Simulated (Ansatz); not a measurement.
Basis-set extrapolation for `BC1OCC1=N` (PBE0-D4/def2-TZVP geometry, frozen core, Ansatz). Multiplicity 1, RHF reference.

```tsv
	def2-TZVPP	def2-QZVPP
HF	-271.112994	-271.125076
MP2 correlation	-1.009718	-1.079435
CCSD(T) correlation	-1.093348	not run
```

Energies in hartree. Use E(X) = E(∞) + A·exp(−7.88·√X) for Hartree–Fock and E(X) = E(∞) + B·X^(−2.97) for correlation, with X = 3 and 4, and add CCSD(T) minus MP2 of the smaller set to the MP2 limit.

Q: What is the CCSD(T) energy at the basis-set limit?

A: HF limit: -271.125076 + (-0.012082) × 0.13774 = -271.12674. MP2 limit: -1.079435 + (-0.069717) × 0.74074 = -1.13108. Higher-order term: -1.093348 − (-1.009718) = -0.08363. Total: -272.34145 hartree, 3.68 eV below CCSD(T)/def2-TZVPP.
